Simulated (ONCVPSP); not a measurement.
## Varying the ONCV potential for iodine (I)

Base potential:

```json
{
 "Element": "iodine (I)",
 "Generator": "ONCVPSP 4.0.1",
 "Type": "optimised norm-conserving Vanderbilt (ONCV)",
 "Functional": "revPBE",
 "Relativity": "scalar-relativistic",
 "Frozen core": "[Kr]",
 "Valence charge": "17",
 "Reference configuration": "4d10 5s2 5p4.5 (charge +0.5)",
 "Partial waves": "5s: rc 1.50 bohr, ncon 4, nbas 8, qcut 3.4 1/bohr, 2 projectors, debl 2.3 Ha; 5p: rc 1.75 bohr, ncon 3, nbas 7, qcut 4.4 1/bohr, 2 projectors, debl 3.2 Ha; 4d: rc 1.00 bohr, ncon 4, nbas 8, qcut 8.7 1/bohr, 1 projector",
 "Local potential": "polynomial inside 0.90 bohr (lpopt 5, dvloc0 0 Ha)",
 "Core correction": "polynomial model core, fcfact 0.65"
}
```

All-electron outer shells of the reference configuration (revPBE, scalar-relativistic, ld1.x):

```csv
shell,level (eV),outermost node (bohr),outermost maximum (bohr)
4s,-185.21,0.37,0.68
4p,-132.17,0.37,0.72
4d,-54.84,0.35,0.78
5s,-21.64,0.88,1.70
5p,-11.05,0.96,2.00
```

Cutoffs, loose and tight: the cutoffs (Ha) at which the residual kinetic energy of the hardest occupied pseudo-wave falls to 1 and 0.1 mHa per electron. They do not see the model core or the augmentation charge, which bear on the density cutoff. Test errors are all-electron minus pseudo excitation energies from the reference, over the configurations 4d10 5s2 5p5; 4d10 5s2 5p4; 4d10 5s2 5p3; 4d10 5s2 5p2. A dash means not determined; rows that change the core or the reference have their own tests.

A true bound ghost makes a file unfit for plane-wave use even where its test errors are small: the radial tests pick states by their node count and pass the ghost by.

```json
{"change": "base", "outcome": "generated", "cutoff, loose": "191 Ha", "cutoff, tight": "236 Ha", "bound ghosts": "s, p", "GHOST(+) flags above zero": "none", "largest test error (meV)": "-13"}
{"change": "p: rc 1.28", "outcome": "generated", "cutoff, loose": "191 Ha", "cutoff, tight": "236 Ha", "bound ghosts": "s, p", "GHOST(+) flags above zero": "p", "largest test error (meV)": "-21"}
{"change": "p: rc 1.4", "outcome": "generated", "cutoff, loose": "191 Ha", "cutoff, tight": "236 Ha", "bound ghosts": "s, p", "GHOST(+) flags above zero": "p", "largest test error (meV)": "-22"}
{"change": "p: rc 1.64", "outcome": "generated", "cutoff, loose": "191 Ha", "cutoff, tight": "236 Ha", "bound ghosts": "s, p", "GHOST(+) flags above zero": "none", "largest test error (meV)": "-19"}
{"change": "p: rc 1.84", "outcome": "generated", "cutoff, loose": "191 Ha", "cutoff, tight": "236 Ha", "bound ghosts": "s, p", "GHOST(+) flags above zero": "none", "largest test error (meV)": "-12"}
{"change": "p: rc 1.98", "outcome": "generated", "cutoff, loose": "191 Ha", "cutoff, tight": "236 Ha", "bound ghosts": "s, p", "GHOST(+) flags above zero": "none", "largest test error (meV)": "-13"}
{"change": "p: rc 2.18", "outcome": "generated", "cutoff, loose": "191 Ha", "cutoff, tight": "236 Ha", "bound ghosts": "s, p", "GHOST(+) flags above zero": "none", "largest test error (meV)": "-23"}
```

(1) What comes out with this change to the base: p: rc 2.38?

(2) What comes out with this change to the base: p: rc 2.58?

Results:

(1) outcome: generated; cutoff, loose: 191 Ha; cutoff, tight: 236 Ha; bound ghosts: s, p; GHOST(+) flags above zero: none; largest test error (meV): -40.

(2) outcome: generated; cutoff, loose: 191 Ha; cutoff, tight: 236 Ha; bound ghosts: s, p; GHOST(+) flags above zero: none; largest test error (meV): -60.

Reading the sweep of the p radius (base included, trends over the rows without a ghost): Bound ghosts are found at 1.28, 1.4, 1.64, 1.75, 1.84, 1.98, 2.18, 2.38, 2.58 bohr. Every judged row has one, so this setting neither creates nor removes them.
